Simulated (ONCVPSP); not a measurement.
u(r) = r·R(r): atom against pseudo-atom (calcium (Ca))

Columns: radius, all-electron u(r) and pseudo u(r) of the 3s shell (level -50.06 eV) of calcium in the configuration [Ne] 3s2 3p6 4s1.5; BLYP, scalar-relativistic, ONCV scheme, ONCVPSP 4.0.1.

```csv
r (bohr),all-electron,pseudo
0.093,0.0539,0.1244
0.185,-0.4392,0.2457
0.278,-0.5154,0.3655
0.370,-0.2918,0.4801
0.463,0.0469,0.5902
0.555,0.3762,0.6907
0.648,0.6488,0.7796
0.740,0.8428,0.8512
0.833,0.9652,0.9043
0.925,1.0238,0.9365
1.018,1.0334,0.9484
1.110,1.0073,0.9403
1.203,0.9566,0.9125
1.295,0.8915,0.8674
1.388,0.8178,0.8073
1.480,0.7421,0.7386
1.573,0.6662,0.6654
1.665,0.5941,0.5940
1.758,0.5258,0.5257
1.850,0.4634,0.4634
1.943,0.4060,0.4060
2.035,0.3549,0.3549
2.128,0.3087,0.3087
2.220,0.2682,0.2682
2.313,0.2320,0.2320
2.405,0.2006,0.2006
```

How many radial nodes do the two functions have?

The all-electron 3s function has n − l − 1 = 2; the pseudo-wave has 0, since the states of the same l below it are removed with the core.

At about which radius was the pseudo-wave matched?

1.85 bohr. The columns agree to 0.0005 from 1.67 bohr on; several derivatives are matched, so the curves merge somewhat inside the radius.

Is the pseudo-wave norm-conserving?

Yes: the ONCV scheme keeps the norm inside the radius equal to the all-electron one, which fixes the energy derivative of the logarithmic derivative at the level.
